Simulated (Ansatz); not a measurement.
Reaction (redistribution): `[GeH3][SeH]` + `[CH3][AlH][C](=N)O` → `[CH3][AlH][C](=N)[SeH]` + `[OH][GeH3]`

Program: Ansatz. Geometries: PBE0-D4/def2-TZVP. ΔE: electronic, gas phase. CBS: MP2 limit from def2 TZ/QZ plus the TZ coupled-cluster correction, frozen cores. DFT in def2-TZVPP. For Ge, Se outer-core shells are correlated without core-valence functions, which leaves a few kJ/mol of doubt a bond. Scalar relativity is left out up to krypton. One conformer a species, not always the lowest.

`[GeH3][SeH]`:

Z-matrix (Å, degrees):
```
Ge
Se 1 2.357
H 1 1.536 2 110.4
H 1 1.536 2 110.4 3 121.8
H 1 1.533 2 104.9 3 -119.1
H 2 1.469 1 93.0 3 -60.2
```

`[CH3][AlH][C](=N)O`:

```xyz
11

C     1.024    0.334   -1.589
Al   -0.650   -0.231   -0.771
C    -0.645   -0.209    1.222
N     0.338    0.139    1.949
O    -1.783   -0.597    1.837
H     1.858   -0.298   -1.264
H     1.280    1.359   -1.299
H     0.989    0.299   -2.680
H    -1.933   -0.678   -1.585
H     1.140    0.411    1.388
H    -1.619   -0.530    2.793
```

`[CH3][AlH][C](=N)[SeH]`:

Z-matrix (Å, degrees):
```
C
Al 1 1.948
H 1 1.093 2 112.1
H 1 1.095 2 111.7 3 -121.1
H 1 1.096 2 111.1 3 120.1
C 2 1.985 1 118.9 3 174.1
H 2 1.582 1 124.1 3 -6.0
Se 6 1.952 2 120.5 1 6.6
N 6 1.266 2 117.4 1 -173.1
H 8 1.467 6 95.3 2 -1.1
H 9 1.023 6 115.6 2 179.4
```

`[OH][GeH3]`:

Cartesian coordinates in Å:
```
O -0.068 1.254 0.553
Ge -0.159 -0.385 -0.142
H 0.826 1.601 0.565
H -1.644 -0.746 -0.069
H 0.700 -1.357 0.691
H 0.346 -0.367 -1.598
```

Is it downhill or uphill in electronic energy at CCSD(T)/CBS, and by how much? (Best estimate.)

Computed: Uphill: ΔE = +0.46 eV.

What do these levels give: PBE-D4, r2SCAN-D4, PBE0-D4, ωB97X-V, ωB97M-V, B2PLYP, PBE, PBE0, HF/def2-TZVPP, SCS-MP2/def2-TZVPP, MP2/def2-QZVPP, CCSD/CBS(def2)? (An estimate is asked.)

Ansatz gave: PBE-D4 0.53, r2SCAN-D4 0.51, PBE0-D4 0.60, ωB97X-V 0.58, ωB97M-V 0.58, B2PLYP 0.48, PBE 0.56, PBE0 0.63, HF/def2-TZVPP 0.64, SCS-MP2/def2-TZVPP 0.39, MP2/def2-QZVPP 0.41, CCSD/CBS(def2) 0.49 eV.

Largest T1 diagnostic among the species: 0.014.

The D4 term adds −0.05 eV with B3LYP and −0.03 eV with PBE0; it sums over pairs of atoms, weighted by their polarisabilities, and B3LYP, whose exchange is more repulsive, gets the larger term. From PBE to PBE0 (25 % exact exchange), in def2-TZVPP and without D4, ΔE moves by +0.07 eV.

B3LYP here is the variant with VWN-RPA as its local correlation; programs differ in this.
